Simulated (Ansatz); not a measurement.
CoPt2. Charge 0, multiplicity 4. Geometry PBE0-D4/def2-TZVP; atoms count from 1.

```csv
atom,x (Å),y (Å),z (Å)
Pt1,0.860,0.181,-1.126
Pt2,-1.386,-0.339,-0.063
Co3,0.526,0.157,1.189
```

In the def2 sets Pt takes a core potential; there is no spin–orbit coupling. The structure comes from a short search, and lower isomers may exist.

Question: Estimate the Mulliken populations from the PBE0/def2-TZVP orbitals of Ansatz.

Answer: 
| atom | charge (e) | spin (α − β) | d electrons |
| --- | --- | --- | --- |
| Pt1 | -0.14 | 0.24 | 9.23 |
| Pt2 | -0.14 | 0.24 | 9.23 |
| Co3 | 0.28 | 2.52 | 7.55 |
Mulliken values and Mayer orders depend strongly on the basis.

Question: Where does the spin sit?

Answer: Summed by element: Pt 0.48, Co 2.52, of 3 unpaired in all. Largest on single atoms: Co3 2.52, Pt1 0.24, Pt2 0.24.

Question: And the Mayer bond orders between bonded heavy atoms (over 0.3)?

Answer: Pt1–Pt2 0.77 (2.54 Å); Pt1–Co3 1.14 (2.34 Å); Pt2–Co3 1.14 (2.34 Å).
